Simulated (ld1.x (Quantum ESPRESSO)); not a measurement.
# Configuration tests for gallium (TM)

ld1.x (Quantum ESPRESSO) 7.5 input, shortened:

```
&input
   title='Ga', zed=31., rel=1, dft='PW91', iswitch=3,
   config='[Ar] 3d10 4s2 4p1 4d-2'
 /
 &inputp
   pseudotype=2, tm=.true., lloc=2,
   nlcc=.true., rcore=1.50
 /
3
4S  1  0   2.00   0.00  1.45  1.45  0.0
4P  2  1   1.00   0.00  2.40  2.40  0.0
4D  3  2  -2.00   0.05  1.90  1.90  0.0
 &test
   configts(1)='4s2 4p1'
 /
```

Energies are relative to the spin-unpolarised reference configuration 4s2 4p1; without spin polarisation the order of configurations can differ from experiment. Not all tests gave a result: 2 of 7 tests not solved or not reliable. Left out of the table: 4s1 4p0 (solver errors, printed error -3.4 eV); 4s1 4p1 (solver errors, printed error -5.0 eV).

```
valence configuration  charge  ΔE all-electron (eV)  error AE − PS (meV)
              4s0 4p3       0                13.432                  -74
              4s1 4p2       0                 6.569                  -16
            4s2 4p1.3    -0.3                -0.544                 -0.1
```

Task: What are ΔE and the potential's error for 4s2 4p0.5?

Result: ΔE = 2.055 eV all-electron; the error (AE − PS) is -1.3 meV.

Task: What are ΔE and the potential's error for 4s2 4p0?

Result: ΔE = 5.747 eV all-electron; the error (AE − PS) is -7.0 meV.

Note: ghost states, extra bound levels that the all-electron valence spectrum of the same l lacks: s at -637.2 eV, p at -256.5 eV. A true bound ghost makes a file unfit for plane-wave use.
